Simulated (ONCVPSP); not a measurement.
Configuration tests for Al (ONCV)

- Element: aluminium
- Generator: ONCVPSP 4.0.1
- Type: optimised norm-conserving Vanderbilt (ONCV)
- Functional: PBE
- Relativity: non-relativistic
- Frozen core: [Ne]
- Valence charge: 3
- Reference configuration: 3s2 (charge +1)
- Partial waves: 3s: rc 1.55 bohr, ncon 3, nbas 8, qcut 4.8 1/bohr, 3 projectors, debl 0.4 Ha; p scattering state at 0.26 Ha: rc 1.25 bohr, ncon 3, nbas 6, qcut 5.6 1/bohr, 1 projector; d scattering state at 0.05 Ha: rc 1.60 bohr, ncon 4, nbas 7, qcut 7 1/bohr, 2 projectors, debl 2.5 Ha
- Local potential: polynomial inside 1.20 bohr (lpopt 2, dvloc0 0 Ha)
- Core correction: none

In the s channel the program set the typed energies aside and used -0.543, 0.250, 0.650 Ha.

Energies are relative to the spin-unpolarised reference configuration 3s2; without spin polarisation the order of configurations can differ from experiment.

| valence configuration | charge | ΔE all-electron (eV) | error AE − PS (meV) |
| --- | --- | --- | --- |
| 3s2 3p1 | 0 | -5.771 | +74 |
| 3s1 | +2 | 19.192 | +24 |
| 3s1 3p2 | 0 | -0.664 | +169 |

What are ΔE and the potential's error for 3s2 3p0.5?

ΔE = -3.681 eV all-electron; the error (AE − PS) is +42 meV.

Levels in the configuration 3s2 3p0.5:

```tsv
level	all-electron (eV)	pseudo (eV)
3s	-11.070	-11.059
3p	-5.711	-5.786
```

Note: ghosts flagged at negative energy: s at -117.3 eV; GHOST(+) flags only above 600 eV. A true bound ghost makes a file unfit for plane-wave use.
